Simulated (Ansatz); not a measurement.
Start from `[CH3][AlH][SiH2]Cl` and change one atom or group to get `[CH3][AlH][SiH2][SbH2]`.

Ansatz, PBE0-D4/def2-TZVP geometries, multiplicity 1. Each molecule was computed in one conformer, which needn't be the lowest.

Elements past krypton have def2 core potentials.

```csv
property,`[CH3][AlH][SiH2]Cl`
LUMO energy (ωB97M-V/def2-TZVPP) / eV,-0.31
LUMO energy (B3LYP/def2-TZVPP) / eV,-2.13
size of the dipole moment (ωB97M-V/def2-TZVPP) / D,1.79
HOMO–LUMO gap (PBE0/def2-TZVPP) / eV,5.41
size of the dipole moment (PBE/def2-TZVPP) / D,1.66
LUMO energy (PBE0/def2-TZVPP) / eV,-1.94
```

Problem. Give the same properties after the change, and the shifts. (Best estimate.)

Solution. Computed: 
```
                                          property  `[CH3][AlH][SiH2][SbH2]`  shift
             LUMO energy (ωB97M-V/def2-TZVPP) / eV                      0.51   0.82
               LUMO energy (B3LYP/def2-TZVPP) / eV                     -1.41   0.72
size of the dipole moment (ωB97M-V/def2-TZVPP) / D                      0.81  -0.98
              HOMO–LUMO gap (PBE0/def2-TZVPP) / eV                      5.32  -0.09
    size of the dipole moment (PBE/def2-TZVPP) / D                      0.94  -0.72
                LUMO energy (PBE0/def2-TZVPP) / eV                     -1.23   0.71
```

With PBE0 the HOMO rises by 0.80 eV and the LUMO rises by 0.71 eV, so the gap narrows by about 0.09 eV. PBE moves the HOMO by 0.59 eV and ωB97M-V by 0.96 eV. The zero-point energy changes by 33.9 kJ/mol with +6 modes. Dipoles are sizes alone; their direction can turn.

B3LYP here is the variant with VWN-RPA as its local correlation; programs differ in this.

Spin–orbit coupling is left out; it splits and shifts lone-pair levels of the heavy atoms by tenths of an eV.
